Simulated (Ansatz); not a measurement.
Consider the ligand exchange at the Si–C bond: `OC(O)[SiH2][SiH3]` + H₂Te → `[SiH3][SiH2][TeH]` + `OCO`.

Isolated molecules relaxed with PBE0-D4/def2-TZVP in Ansatz; ΔE leaves out vibrations. CCSD(T)/CBS adds triple-zeta CCSD(T) − MP2 to the extrapolated MP2 energy (def2 sets, frozen cores). This one scheme is used for every species. Functionals use def2-TZVPP. B3LYP here is the variant with VWN-RPA as its local correlation; programs differ in this. def2 core potentials past Kr. For Te outer-core shells are correlated without core-valence functions, which leaves a few kJ/mol of doubt a bond. One conformer a species, not always the lowest.

```
             level  ΔE (kJ/mol)
          B3LYP-D4        -88.8
           ωB97X-V        -87.1
           ωB97M-V        -86.1
            r2SCAN        -91.4
              PBE0        -95.9
             B3LYP        -89.0
    MP2/def2-TZVPP        -98.5
SCS-MP2/def2-QZVPP        -98.6
```

Question: What does CCSD(T)/CBS give? (Best estimate.)

Answer: The calculation gave: -95.9 kJ/mol. The listed levels differ from it by 7.1, 8.8, 9.8, 4.5, 0.0, 6.9, -2.6, -2.7 kJ/mol.

Largest T1 diagnostic among the species: 0.013.

From PBE to PBE0 (25 % exact exchange), in def2-TZVPP and without D4, ΔE moves by −5.5 kJ/mol.
